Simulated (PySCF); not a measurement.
A structure optimised at PBE-D3(BJ)/def2-SVP, used in a PySCF frequency run:

```xyz
9

W      0.0205     0.2444     0.0000
O      1.0379     0.4690     1.3737
O      1.0379     0.4690    -1.3737
F     -1.3826     1.5041     0.0000
O     -0.5796    -1.5244     0.0000
C     -0.1511    -2.8725     0.0000
H     -1.0467    -3.5261     0.0000
H      0.4546    -3.0869     0.9059
H      0.4546    -3.0869    -0.9059
```

Write its SMILES, formula and point group.

C[O][W](=[O])(=[O])[F], CH3FO3W, Cs

What are its rotational constants (standard atomic weights)?

3.6093, 1.7449, 1.6538 GHz
